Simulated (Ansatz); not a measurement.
`O[Si]1(F)C=N1` + H₂ → `F[SiH]1C=N1` + H₂O at 500 K and 1 bar (hydrogenolysis of the Si–O bond).

Gas-phase electronic energies from Ansatz, PBE0-D4/def2-TZVP geometries. CCSD(T)/CBS adds triple-zeta CCSD(T) − MP2 to the extrapolated MP2 energy (def2 sets, frozen cores). This one scheme is used for every species. Each species was taken in one conformer, which may not be the lowest.

```
        species  CCSD(T)/CBS energy (Eh)  H − E (kJ/mol)  S (J/(mol·K))
`O[Si]1(F)C=N1`               -558.05980           134.5          357.7
             H₂                 -1.17544            41.0          145.5
  `F[SiH]1C=N1`               -482.82660           110.4          321.6
            H₂O                -76.37941            73.2          206.3
```

H − E and S are ideal-gas, rigid-rotor, harmonic terms from PBE0-D4/def2-TZVP, for one conformer and one mirror image of each species. The MP2-based limit puts H₂ 0.8 mEh under its directly extrapolated value; such offsets cancel only in part. 1 Eh = 2625.50 kJ/mol, R = 8.31446 J/(mol·K).

By hand: ΔE, ΔH, ΔS and ΔG.

ΔE = (-482.82660) + (-76.37941) − (-558.05980) − (-1.17544) = 0.02923 Eh = 76.7 kJ/mol. Δ(H − E) = 110.4 + 73.2 − 134.5 − 41.0 = 8.1, so ΔH = 84.8 kJ/mol. ΔS = 321.6 + 206.3 − 357.7 − 145.5 = 24.7 J/(mol·K). ΔG = 84.8 − 500 × (24.7)/1000 = 72.5 kJ/mol.

By hand: the equilibrium constant, and the temperature at which ΔG would vanish if ΔH and ΔS stayed fixed.

log₁₀ K = −ΔG/(RT ln 10) = -7.6. ΔG = 0 at ΔH/ΔS = 3433 K, far beyond where these terms or the molecules hold.

ΔH outweighs TΔS. A doubt of 5 kJ/mol in ΔE shifts log₁₀ K by 0.5 here. Other conformers and mirror images would add mixing entropy, several J/(mol·K) or more a flexible species. These are equilibria of isolated gas molecules and say nothing of rates. Largest T1 diagnostic: 0.014 (customary marks: 0.02 for closed shells, 0.045 for open ones).
